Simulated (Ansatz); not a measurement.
Isolated molecules relaxed with PBE0-D4/def2-TZVP in Ansatz; ΔE leaves out vibrations. CCSD(T)/CBS is the MP2 limit (def2-TZVPP, def2-QZVPP) plus CCSD(T) − MP2 in def2-TZVPP, frozen cores. This one scheme is used for every species, atoms too. Functionals use def2-TZVPP. HSE06 is defined as in plane-wave codes. No spin–orbit coupling; open shells (•) take unrestricted orbitals. Spin–orbit coupling would lower the free atoms: a little for B, C, O, S. Each species was taken in one conformer, which may not be the lowest.

Reaction (atomization): `OB1CS1` → B• + C• + 3 H• + O• + S•

`OB1CS1`:

```xyz
7

O    -0.395   -1.249   -1.271
B    -0.331   -0.495   -0.165
C     0.292    0.695    0.567
S    -1.023   -0.334    1.439
H     0.205   -0.961   -1.964
H    -0.021    1.716    0.363
H     1.273    0.628    1.030
```

| level | ΔE (kJ/mol) | difference from CCSD(T)/CBS |
| --- | --- | --- |
| LDA (SPW92) | 3275.2 | 477.9 |
| r2SCAN-D4 | 2840.4 | 43.1 |
| B97M-V | 2841.7 | 44.4 |
| r2SCANh-D4 | 2816.4 | 19.1 |
| HSE06-D4 | 2838.0 | 40.7 |
| BHLYP-D4 | 2697.7 | -99.6 |
| PBE0 | 2825.0 | 27.7 |
| CAM-B3LYP | 2799.2 | 1.9 |
| HF/def2-QZVPP | 2012.7 | -784.6 |
| CCSD/CBS(def2) | 2742.1 | -55.2 |
| CCSD(T)/CBS | 2797.3 | 0 |

(1) What do rigid-rotor, harmonic-oscillator terms from PBE0-D4/def2-TZVP frequencies (298.15 K, 1 bar) make of the CCSD(T)/CBS value? (An estimate is asked.)

Largest T1 diagnostic among the species: 0.014.

Results:

(1) Ansatz gave: ΔZPE = -122.5 kJ/mol, ΔH = +2704.5 kJ/mol, ΔS = 704 J/(mol·K), ΔG = +2494.7 kJ/mol. Open shells count their whole term as degenerate.

In def2-TZVPP, CCSD(T) changes the Hartree–Fock value by +710.6 kJ/mol (the triples alone add +55.2 kJ/mol) and MP2 by +800.8 kJ/mol; breaking electron pairs costs correlation energy, which Hartree–Fock lacks. At CCSD(T), def2-SVP lies −145.1 kJ/mol from the extrapolated value and def2-TZVPP −76.7 kJ/mol: correlation converges slowly with the basis, and small sets miss more of it in the bonded molecule than in its fragments. Leaving LDA and LC-ωPBE aside and taking each functional with its dispersion term where it has one, the values, not all of them listed here, spread over 207.3 kJ/mol, from BHLYP-D4 to PBE-D4. LDA lies +382.6 kJ/mol from PBE without D4, its usual overbinding.

For atomizations the MP2-based limit and the directly extrapolated one differ by several kJ/mol either way, and by 10 to 25 for some Ge, Se and Sn compounds, so smaller differences from it don't rank the levels.
